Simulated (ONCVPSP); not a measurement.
## What one change does to a pseudopotential (Sc, ONCV)

Sc (Z = 21), optimised norm-conserving Vanderbilt (ONCV), made with ONCVPSP 4.0.1 (LDA (Perdew-Wang 92), scalar-relativistic). Core [Ne], reference 3s2 3p6 3d1 4s1 (charge +1). Waves: 3s+4s: rc 2.05 bohr, ncon 4, nbas 8, qcut 7 1/bohr, 2 projectors; 3p: rc 1.20 bohr, ncon 4, nbas 9, qcut 5.8 1/bohr, 3 projectors, debl 2.2 Ha; 3d: rc 1.60 bohr, ncon 4, nbas 9, qcut 10.9 1/bohr, 2 projectors, debl 2.2 Ha. Local part: polynomial inside 1.15 bohr (lpopt 3, dvloc0 0 Ha). Core correction: Teter function, fcfact 2.5, rcfact 1.45.

Change: local potential polynomial inside 1.15 bohr (lpopt 3, dvloc0 6 Ha).

Cutoffs: the cutoffs (Ha) at which the residual kinetic energy of the hardest occupied pseudo-wave falls to 1 and 0.1 mHa per electron; they do not see the model core or the augmentation charge, which bear on the density cutoff. Errors are all-electron minus pseudo energies relative to the spin-unpolarised reference configuration.

Q: Predict the effect on cutoff, ghosts and configuration errors.

A: The potential gets neither clearly harder nor softer (38 Ha and 44 Ha → 38 Ha and 44 Ha); the errors of the 4 common tests hardly move; neither file shows a bound ghost.

| quantity | base | changed |
| --- | --- | --- |
| cutoff, loose | 38 Ha | 38 Ha |
| cutoff, tight | 44 Ha | 44 Ha |
| bound ghosts | none | none |
| GHOST(+) flags under 300 eV | none | none |
| error for 3s2 3p6 3d1 4s2, meV [ΔE -7.06 eV] | +0.3 | +0.3 |
| error for 3s2 3p6 3d1 4s0, meV [ΔE 12.96 eV] | -1.4 | -1.4 |
| error for 3s2 3p6 3d0 4s0, meV [ΔE 38.05 eV] | +29 | +30 |
| error for 3s2 3p6 3d1.5 4s1.5, meV [ΔE -6.41 eV] | +0.8 | +0.9 |
| s: phases at 2.08 bohr within 0.05 rad from the reference energy up to (Ha; the scan ends near 5) | 4.4 | 3.8 |
| p: phases at 1.22 bohr within 0.05 rad from the reference energy up to (Ha; the scan ends near 5) | to the end of the scan | to the end of the scan |
| d: phases at 1.63 bohr within 0.05 rad from the reference energy up to (Ha; the scan ends near 5) | to the end of the scan | to the end of the scan |
| rms error of d²Exc/dni dnj with the model core, mHa | 0.82 | 0.82 |
